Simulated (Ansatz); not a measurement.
Two structures of Si₂H₇ClO, closed shell, reached by relaxing down either side of one saddle point (PBE0-D4/def2-TZVP). Energies are electronic, without zero-point energy. Computed with Ansatz 0.2.0 (basis: def2-TZVPP and def2-QZVPP); correlated methods freeze the cores. Extrapolation: Hartree–Fock as exp(−7.88 √X), correlation as X^−2.97. First:

```json
{"atom": "Si1", "x (Å)": "-0.5937", "y (Å)": "-0.0995", "z (Å)": "-1.0422"}
{"atom": "O2", "x (Å)": "-0.6556", "y (Å)": "1.4430", "z (Å)": "-0.4007"}
{"atom": "H3", "x (Å)": "-1.9773", "y (Å)": "-0.6284", "z (Å)": "-1.2044"}
{"atom": "H4", "x (Å)": "0.0233", "y (Å)": "-0.0513", "z (Å)": "-2.3977"}
{"atom": "Si5", "x (Å)": "0.6583", "y (Å)": "-1.4379", "z (Å)": "0.4123"}
{"atom": "H6", "x (Å)": "0.1471", "y (Å)": "1.8802", "z (Å)": "1.1496"}
{"atom": "Cl7", "x (Å)": "0.7839", "y (Å)": "2.0155", "z (Å)": "2.2775"}
{"atom": "H8", "x (Å)": "-1.1367", "y (Å)": "2.1153", "z (Å)": "-0.8868"}
{"atom": "H9", "x (Å)": "0.6860", "y (Å)": "-2.7998", "z (Å)": "-0.1896"}
{"atom": "H10", "x (Å)": "2.0475", "y (Å)": "-0.9291", "z (Å)": "0.5327"}
{"atom": "H11", "x (Å)": "0.0175", "y (Å)": "-1.5079", "z (Å)": "1.7493"}
```

Second:

```json
{"atom": "Si1", "x (Å)": "-0.0721", "y (Å)": "-0.1530", "z (Å)": "-0.0529"}
{"atom": "O2", "x (Å)": "-1.8117", "y (Å)": "2.5871", "z (Å)": "-0.7661"}
{"atom": "H3", "x (Å)": "-1.5261", "y (Å)": "-0.3179", "z (Å)": "0.1705"}
{"atom": "H4", "x (Å)": "0.1947", "y (Å)": "0.2697", "z (Å)": "-1.4481"}
{"atom": "Si5", "x (Å)": "1.1266", "y (Å)": "-2.0835", "z (Å)": "0.5022"}
{"atom": "H6", "x (Å)": "-1.2704", "y (Å)": "2.7594", "z (Å)": "0.0101"}
{"atom": "Cl7", "x (Å)": "0.6006", "y (Å)": "1.3615", "z (Å)": "1.2045"}
{"atom": "H8", "x (Å)": "-1.3896", "y (Å)": "3.0760", "z (Å)": "-1.4761"}
{"atom": "H9", "x (Å)": "0.6984", "y (Å)": "-3.2062", "z (Å)": "-0.3762"}
{"atom": "H10", "x (Å)": "2.5814", "y (Å)": "-1.8450", "z (Å)": "0.3124"}
{"atom": "H11", "x (Å)": "0.8683", "y (Å)": "-2.4480", "z (Å)": "1.9197"}
```

Question: Which bonds change from the first to the second?

Answer: Si₂H₆O ([OH][SiH2][SiH3]) + HCl → Si₂H₅Cl ([SiH3][SiH2][Cl]) + H₂O; bonds formed: Si1–Cl7, O2–H6; bonds broken: Si1–O2, H6–Cl7.

Question: Give the saddle point's structure and its height above each. (An estimate is asked for; the value comes from the calculation.)

Answer: By the calculation: 20.04 kcal/mol above the first and 21.02 kcal/mol above the second (CCSD(T) at an estimated basis limit (MP2 extrapolated from triple and quadruple zeta, plus CCSD(T) − MP2 in triple zeta)).
Si1  (-0.021, 0.222, -0.628)
O2  (-1.284, 1.532, 0.067)
H3  (-1.300, -0.316, -1.247)
H4  (0.698, 0.659, -1.849)
Si5  (0.734, -1.641, 0.560)
H6  (-0.755, 2.269, 0.430)
Cl7  (1.295, 1.598, 0.695)
H8  (-1.987, 1.810, -0.533)
H9  (0.310, -2.901, -0.114)
H10  (2.210, -1.632, 0.713)
H11  (0.102, -1.601, 1.907)
(Å)

No T1 diagnostic of these runs exceeds 0.012.

Hydrogen chloride, the by-product of chloride precursors, can attack films and sites by steps of this kind.

Labels in which every atom is bracketed show which atoms are joined, not bond orders.

For scale, one of the runs: CCSD(T)/def2-TZVPP, 255 basis functions, launched by `ansatz run in.yaml --threads 3 --pin off --events-out ev --progress --plain --max-ram 6092MiB`. Hardware: 3 CPU threads of an Intel Xeon, shared host. Wall time 2.3 min; peak host memory 2.4 GiB.
